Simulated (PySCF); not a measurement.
TaON + H₂O → H₂TaN + O₂

Level: PBE0 in the def2-TZVP basis family, computed in PySCF with density fitting; scalar-relativistic core potentials for atoms from Rb on, none lighter, no spin–orbit coupling; open shells unrestricted.

```json
{"species": "TaON", "state and structure": "singlet, Cs, Ta–N 1.706 Å, Ta–O 1.748 Å; N–Ta–O 105.0°", "E (Eh)": "-186.81374", "ZPE (kJ/mol)": "13.9", "H(298 K) − H(0) (kJ/mol)": "11.0", "S° (J/(mol K))": "278.5"}
{"species": "H₂O", "state and structure": "singlet, C2v, O–H 0.960 Å (×2); H–O–H 105.1°", "E (Eh)": "-76.37736", "ZPE (kJ/mol)": "56.5", "H(298 K) − H(0) (kJ/mol)": "9.9", "S° (J/(mol K))": "188.7"}
{"species": "H₂TaN", "state and structure": "singlet, Cs, Ta–H 1.774 Å (×2), Ta–N 1.679 Å; H–Ta–H 104.5°, H–Ta–N 98.4° (×2)", "E (Eh)": "-112.81314", "ZPE (kJ/mol)": "39.8", "H(298 K) − H(0) (kJ/mol)": "11.2", "S° (J/(mol K))": "267.3"}
{"species": "O₂", "state and structure": "triplet, D∞h, O–O 1.193 Å", "E (Eh)": "-150.23561", "ZPE (kJ/mol)": "10.3", "H(298 K) − H(0) (kJ/mol)": "8.7", "S° (J/(mol K))": "204.9"}
```

What is the electronic reaction energy?

At PBE0/def2-TZVP, ΔE = 373.7 kJ/mol from the differences of the total energies times 2625.5, uphill. 

Add zero-point, thermal and entropy terms for 298.15 K and 1 bar.

ΔZPE = -20.3 and Δ[H(298) − H(0)] = -1.0 kJ/mol give ΔH° = 352.4 kJ/mol. ΔS° = 5.0 J/(mol K), so ΔG° = 352.4 − 298.15 × (0.0050) = 351 kJ/mol.

Spin–orbit coupling can matter for TaON, H₂TaN and is left out. Only the bonding shown was studied: isomers, or loss of a ligand pair, can lie lower.
